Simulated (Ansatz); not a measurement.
One change: `COC(O)Cl` becomes `BC(O)OC`.

Ansatz, PBE0-D4/def2-TZVP geometries, multiplicity 1. Each molecule was computed in one conformer, which needn't be the lowest. `BC(O)OC` holds a close contact that its SMILES doesn't draw: O···B 1.65 Å.

| property | `COC(O)Cl` |
| --- | --- |
| LUMO energy (PBE/def2-TZVPP) / eV | -0.32 |
| LUMO energy (ωB97M-V/def2-TZVPP) / eV | 2.55 |
| HOMO–LUMO gap (PBE/def2-TZVPP) / eV | 6.37 |
| HOMO–LUMO gap (PBE0/def2-TZVPP) / eV | 9.11 |
| zero-point energy (PBE0-D4/def2-TZVP) / kJ/mol | 199.9 |
| HOMO energy (B3LYP/def2-TZVPP) / eV | -8.06 |

What does the change do to each property? (Best estimate.)

The calculation gave: 
```json
{"property": "LUMO energy (PBE/def2-TZVPP) / eV", "`BC(O)OC`": "-0.70", "shift": "-0.38"}
{"property": "LUMO energy (ωB97M-V/def2-TZVPP) / eV", "`BC(O)OC`": "1.76", "shift": "-0.79"}
{"property": "HOMO–LUMO gap (PBE/def2-TZVPP) / eV", "`BC(O)OC`": "6.01", "shift": "-0.36"}
{"property": "HOMO–LUMO gap (PBE0/def2-TZVPP) / eV", "`BC(O)OC`": "8.35", "shift": "-0.76"}
{"property": "zero-point energy (PBE0-D4/def2-TZVP) / kJ/mol", "`BC(O)OC`": "253.5", "shift": "53.6"}
{"property": "HOMO energy (B3LYP/def2-TZVPP) / eV", "`BC(O)OC`": "-7.91", "shift": "0.15"}
```

With PBE0 the HOMO rises by 0.21 eV and the LUMO falls by 0.55 eV, so the gap narrows by about 0.76 eV. PBE moves the HOMO by -0.01 eV and ωB97M-V by 0.26 eV. The zero-point energy changes by 53.6 kJ/mol with +6 modes.

B3LYP here is the variant with VWN-RPA as its local correlation; programs differ in this.
